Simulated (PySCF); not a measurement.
## Atomic charges against the basis set

Compound: C4H4F2O.
Cartesian coordinates in Å at the PBE0-D3(BJ)/def2-SVP level; atoms count from 1:
```xyz
11
C4H4F2O angstrom
F      1.1321   -0.2906    1.7264
C      0.1359   -0.4786    0.8110
C      0.6134   -0.8844   -0.5465
C      0.0555   -0.0565   -1.4306
O     -0.7332    0.9133   -0.8899
C     -0.5844    0.8621    0.5024
F      0.1821    1.8987    0.9060
H     -0.5710   -1.2132    1.2386
H      1.2567   -1.7348   -0.7607
H      0.1137   -0.0411   -2.5191
H     -1.5786    0.9693    0.9615
```

PBE0 throughout (PySCF), one geometry, spherical d and f functions. Isolated species at its PBE0-D3(BJ)/def2-SVP geometry (one conformer only). The first 7 of 11 kinds of atom are listed.

Mulliken charges (e):

```
        basis  functions      F1      C2      C3      C4      O5      C6      F7
       STO-3G         39  -0.102  +0.023  -0.148  +0.013  -0.190  +0.135  -0.096
        6-31G         71  -0.319  +0.070  -0.222  +0.127  -0.502  +0.325  -0.294
     pcSseg-0         71  -0.364  -0.002  -0.285  +0.139  -0.666  +0.455  -0.346
       6-31G*        106  -0.334  +0.152  -0.289  +0.121  -0.473  +0.397  -0.313
      cc-pVDZ        118  -0.219  +0.177  -0.144  +0.167  -0.263  +0.330  -0.196
     def2-SVP        118  -0.252  +0.203  -0.158  +0.168  -0.330  +0.380  -0.220
  aug-cc-pVDZ        197  -0.559  +0.851  +0.478  +0.367  -0.590  +1.211  -0.494
6-311+G(2d,p)        213  -0.244  +0.039  -0.052  +0.026  -0.282  +0.274  -0.287
    def2-TZVP        241  -0.204  +0.173  -0.267  +0.031  -0.223  +0.207  -0.180
      cc-pVTZ        266  -0.205  +0.179  -0.276  +0.029  -0.208  +0.262  -0.182
     IGLO-III        285  -0.252  +0.137  -0.128  +0.092  -0.262  +0.262  -0.223
     pcSseg-2        308  -0.287  +0.316  -0.189  +0.181  -0.366  +0.454  -0.264
```

IAO charges (e):

```csv
basis,functions,F1,C2,C3,C4,O5,C6,F7
STO-3G,39,-0.126,+0.001,-0.236,-0.015,-0.183,+0.136,-0.123
6-31G,71,-0.283,+0.112,-0.257,+0.042,-0.320,+0.288,-0.270
pcSseg-0,71,-0.272,+0.098,-0.264,+0.053,-0.320,+0.291,-0.261
6-31G*,106,-0.296,+0.148,-0.264,+0.071,-0.339,+0.342,-0.285
cc-pVDZ,118,-0.297,+0.147,-0.269,+0.070,-0.334,+0.339,-0.286
def2-SVP,118,-0.298,+0.148,-0.263,+0.072,-0.334,+0.342,-0.287
aug-cc-pVDZ,197,-0.311,+0.148,-0.270,+0.071,-0.342,+0.343,-0.298
"6-311+G(2d,p)",213,-0.312,+0.147,-0.270,+0.072,-0.344,+0.343,-0.299
def2-TZVP,241,-0.311,+0.150,-0.271,+0.074,-0.344,+0.348,-0.299
cc-pVTZ,266,-0.309,+0.150,-0.272,+0.073,-0.343,+0.347,-0.297
IGLO-III,285,-0.312,+0.148,-0.271,+0.073,-0.344,+0.345,-0.299
pcSseg-2,308,-0.312,+0.149,-0.271,+0.074,-0.345,+0.347,-0.299
```

Hirshfeld charges (e):

| basis | functions | F1 | C2 | C3 | C4 | O5 | C6 | F7 |
| --- | --- | --- | --- | --- | --- | --- | --- | --- |
| STO-3G | 39 | -0.074 | +0.071 | -0.109 | +0.034 | -0.112 | +0.147 | -0.066 |
| 6-31G | 71 | -0.124 | +0.059 | -0.103 | +0.037 | -0.143 | +0.135 | -0.112 |
| pcSseg-0 | 71 | -0.119 | +0.056 | -0.105 | +0.038 | -0.126 | +0.131 | -0.106 |
| 6-31G* | 106 | -0.116 | +0.057 | -0.104 | +0.036 | -0.132 | +0.132 | -0.102 |
| cc-pVDZ | 118 | -0.105 | +0.044 | -0.107 | +0.033 | -0.111 | +0.121 | -0.096 |
| def2-SVP | 118 | -0.112 | +0.048 | -0.106 | +0.037 | -0.117 | +0.126 | -0.101 |
| aug-cc-pVDZ | 197 | -0.115 | +0.041 | -0.106 | +0.035 | -0.126 | +0.121 | -0.104 |
| 6-311+G(2d,p) | 213 | -0.117 | +0.043 | -0.105 | +0.036 | -0.129 | +0.123 | -0.106 |
| def2-TZVP | 241 | -0.114 | +0.042 | -0.105 | +0.036 | -0.124 | +0.121 | -0.103 |
| cc-pVTZ | 266 | -0.111 | +0.043 | -0.106 | +0.035 | -0.120 | +0.121 | -0.101 |
| IGLO-III | 285 | -0.114 | +0.041 | -0.105 | +0.035 | -0.126 | +0.120 | -0.103 |
| pcSseg-2 | 308 | -0.115 | +0.041 | -0.105 | +0.036 | -0.126 | +0.120 | -0.103 |

**Question.** Which scheme is steadiest as the basis changes?

**Answer.** Largest range over the bases for any column: Hirshfeld 0.05 e, IAO 0.21 e, Mulliken 1.08 e. Hirshfeld charges move least and Mulliken charges most, counted in e. Without the minimal STO-3G basis the ranges are Hirshfeld 0.03, IAO 0.06, Mulliken 1.00 e.

**Question.** How much do the charges still move between the two largest bases, IGLO-III and pcSseg-2?

**Answer.** At most, over all atoms: Mulliken 0.192 e, IAO 0.002 e, Hirshfeld 0.001 e.

**Question.** What do the same runs give for the total energy, the frontier levels and the dipole moment?

**Answer.** 
```json
{"basis": "STO-3G", "energy (Eh)": "-423.4843", "HOMO (eV)": "-4.28", "LUMO (eV)": "3.42", "μ (D)": "1.27"}
{"basis": "6-31G", "energy (Eh)": "-429.1217", "HOMO (eV)": "-7.21", "LUMO (eV)": "-0.05", "μ (D)": "3.12"}
{"basis": "pcSseg-0", "energy (Eh)": "-428.2416", "HOMO (eV)": "-7.48", "LUMO (eV)": "-0.28", "μ (D)": "3.16"}
{"basis": "6-31G*", "energy (Eh)": "-429.2393", "HOMO (eV)": "-6.93", "LUMO (eV)": "0.25", "μ (D)": "2.50"}
{"basis": "cc-pVDZ", "energy (Eh)": "-429.2752", "HOMO (eV)": "-7.04", "LUMO (eV)": "0.05", "μ (D)": "2.54"}
{"basis": "def2-SVP", "energy (Eh)": "-428.9281", "HOMO (eV)": "-7.19", "LUMO (eV)": "-0.08", "μ (D)": "2.64"}
{"basis": "aug-cc-pVDZ", "energy (Eh)": "-429.3119", "HOMO (eV)": "-7.27", "LUMO (eV)": "-0.46", "μ (D)": "2.77"}
{"basis": "6-311+G(2d,p)", "energy (Eh)": "-429.3873", "HOMO (eV)": "-7.29", "LUMO (eV)": "-0.44", "μ (D)": "2.83"}
{"basis": "def2-TZVP", "energy (Eh)": "-429.4291", "HOMO (eV)": "-7.24", "LUMO (eV)": "-0.27", "μ (D)": "2.70"}
{"basis": "cc-pVTZ", "energy (Eh)": "-429.4089", "HOMO (eV)": "-7.19", "LUMO (eV)": "-0.18", "μ (D)": "2.63"}
{"basis": "IGLO-III", "energy (Eh)": "-429.4354", "HOMO (eV)": "-7.27", "LUMO (eV)": "-0.38", "μ (D)": "2.75"}
{"basis": "pcSseg-2", "energy (Eh)": "-429.4269", "HOMO (eV)": "-7.29", "LUMO (eV)": "-0.37", "μ (D)": "2.79"}
```

The dipole is fixed by the density alone, so its range of 1.89 D shows that the density itself changes with the basis, not only its division among atoms.
